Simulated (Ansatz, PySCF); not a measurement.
The PySCF input:
```python
from pyscf import gto, scf, dft

mol = gto.M(
    atom='''
Br    0.000000    0.000000    0.000000
''',
    basis='def2-tzvp',
    charge=1,
    spin=2,
    verbose=4,
)

mf = dft.UKS(mol)
mf.xc = 'r2scan'
mf.grids.atom_grid = (99, 590)
mf.grids.prune = None
mf.kernel()
```

Task: Write the same job for Ansatz (a program for electronic structure).

Result: Several could match; the one computed here: 
Ansatz 0.2 input:
```yaml
crystal:
  periodic: [false, false, false]
  atoms:
    - {symbol: Br, position_ang: [0.00000000, 0.00000000, 0.00000000]}
basis:
  gaussian:
    orbitals: def2-TZVP
hamiltonian:
  xc: r2scan
total_charge: 1
magnetization: {spin_polarized: true, initial_magnetization: 2}
accuracy: high
```

Both were run: PySCF gave -2573.655277 Eh and Ansatz -2573.655313 Eh, 0.036 mEh apart.
